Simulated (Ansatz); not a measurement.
Ansatz (an electronic-structure program) input (wB97X-V/def2-TZVP):

Ansatz 0.2 input:
```yaml
crystal:
  periodic: [false, false, false]
  atoms:
    - {symbol: La, position_ang: [-0.00000000, -0.00000000, -0.30040732]}
    - {symbol: O, position_ang: [0.00000000, 0.00000000, 1.79613425]}
    - {symbol: H, position_ang: [0.00000000, 0.00000000, 2.75414332]}
basis:
  gaussian:
    orbitals: def2-TZVP
hamiltonian:
  xc: {name: wB97X-V}
relax: {f_tol: 0.003, max_steps: 100}
```

End of the output:

```
relax step   1: F+E_penalty+E_count = -2921.82450884 eV  Δ(F+E_penalty+E_count) = +0.000e0 eV  max|allowed force component| = 9.458e-2 eV/Å  Δτ_max = 0.0000 Å  (37 SCF iters, accepted)
these checks for a lower state are left out or cut short: starts, cluster_reference, orbital_swaps, neighbouring_geometries, increment
integrals: 0.06 GiB planned
518 factors; their error is unknown
integrals: 0.09 GiB planned
174 factors; integrals over basis functions are off by at most 3.4e-5 eV
mean field: 0.31 GiB planned
mean field -2921.82472718 eV, -107.3750782399 hartree, gradient 1.4e-5 eV, S^2 0.000000; 0 other end points of the search recorded, 0 dependent functions left out
the calculation of the forces begins
reference -2921.82472489 eV, -107.3750781557 hartree; 10, 10 occupied and 67, 67 virtual orbitals, 518 factors
relax step   2: F+E_penalty+E_count = -2921.82472718 eV  Δ(F+E_penalty+E_count) = -2.183e-4 eV  max|allowed force component| = 6.627e-2 eV/Å  Δτ_max = 0.0050 Å  (40 SCF iters, accepted)
these checks for a lower state are left out or cut short: starts, cluster_reference, orbital_swaps, neighbouring_geometries, increment
integrals: 0.06 GiB planned
518 factors; their error is unknown
integrals: 0.09 GiB planned
174 factors; integrals over basis functions are off by at most 3.4e-5 eV
mean field: 0.31 GiB planned
mean field evaluation 32: about -2921.8248 eV, gradient 1.1e-4 eV
mean field -2921.82479092 eV, -107.3750805822 hartree, gradient 1.6e-5 eV, S^2 0.000000; 0 other end points of the search recorded, 0 dependent functions left out
the calculation of the forces begins
reference -2921.82478862 eV, -107.3750804979 hartree; 10, 10 occupied and 67, 67 virtual orbitals, 518 factors
relax step   3: F+E_penalty+E_count = -2921.82479092 eV  Δ(F+E_penalty+E_count) = -6.374e-5 eV  max|allowed force component| = 5.250e-3 eV/Å  Δτ_max = 0.0015 Å  (32 SCF iters, accepted)
these checks for a lower state are left out or cut short: starts, cluster_reference, orbital_swaps, neighbouring_geometries, increment
integrals: 0.06 GiB planned
518 factors; their error is unknown
integrals: 0.09 GiB planned
174 factors; integrals over basis functions are off by at most 3.4e-5 eV
mean field: 0.31 GiB planned
mean field -2921.82479111 eV, -107.3750805892 hartree, gradient 1.6e-5 eV, S^2 0.000000; 0 other end points of the search recorded, 0 dependent functions left out
the calculation of the forces begins
reference -2921.82478881 eV, -107.3750805049 hartree; 10, 10 occupied and 67, 67 virtual orbitals, 518 factors
relax step   4: F+E_penalty+E_count = -2921.82479111 eV  Δ(F+E_penalty+E_count) = -1.886e-7 eV  max|allowed force component| = 2.143e-4 eV/Å  Δτ_max = 0.0000 Å  (27 SCF iters, accepted)
integrals: 0.06 GiB planned
518 factors; their error is unknown
integrals: 0.09 GiB planned
174 factors; integrals over basis functions are off by at most 3.4e-5 eV
mean field: 0.31 GiB planned
mean field -2921.82479111 eV, -107.3750805892 hartree, gradient 2.5e-5 eV, S^2 0.000000; 1 other end points of the search recorded, 0 dependent functions left out
the calculation of the forces begins
reference -2921.82478881 eV, -107.3750805049 hartree; 10, 10 occupied and 67, 67 virtual orbitals, 518 factors
Total energy: -2921.82478881 eV, -107.3750805049 hartree
Atom 0 at     0.000000    -0.000000    -0.296955 Å, force     0.000000     0.000000     0.000021 eV/Å
Atom 1 at    -0.000000     0.000000     1.795247 Å, force    -0.000000     0.000000     0.000194 eV/Å
Atom 2 at     0.000000    -0.000000     2.751578 Å, force     0.000000    -0.000000    -0.000214 eV/Å
Dipole moment:    -0.000000     0.000000     0.073159 e Å
```
